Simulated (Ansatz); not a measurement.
Diatomic SH-, closed-shell singlet (the spin of the measured ground state).

Seven points along R, fitted to fifth degree in 1/R; most abundant isotopes. In def2 and cc sets the state is the lowest found near the PBE0 minimum, followed along R. The singlet is held restricted. HF and MP2 rows in def2 and cc sets belong to the determinant that coupled cluster picked by its CCSD energy.

Correlated levels freeze the cores. CBS(a, b) extrapolates the correlation energy as X⁻³ and adds the Hartree–Fock energy of set b.

Codes used: Ansatz (an electronic-structure program) with Gaussian orbitals. 

```
level                                          r_e (Å)  ω_e (cm⁻¹)  ω_e x_e (cm⁻¹)
---------------------------------------------  -------  ----------  --------------
HF/aug-cc-pV(5+d)Z                               1.333        2782              47
SVWN5/def2-TZVPP                                 1.356        2578              50
B97M-V/def2-TZVPP                                1.344        2640              54
MP2/def2-QZVPP                                   1.338         ___              47
MP2/CBS(def2-TZVPP, def2-QZVPP)                  1.340        2713              47
SCS-MP2/aug-cc-pV(T+d)Z                          1.342        2696              49
CCSD/def2-QZVPP                                  1.342        2672              52
CCSD(T)/CBS(aug-cc-pV(Q+d)Z, aug-cc-pV(5+d)Z)      ___         ___              52
```

Problem. Fill in the missing entries.

Solution. 
- CCSD(T)/CBS(aug-cc-pV(Q+d)Z, aug-cc-pV(5+d)Z), r_e (Å): 1.345
- CCSD(T)/CBS(aug-cc-pV(Q+d)Z, aug-cc-pV(5+d)Z), ω_e (cm⁻¹): 2653
- MP2/def2-QZVPP, ω_e (cm⁻¹): 2726
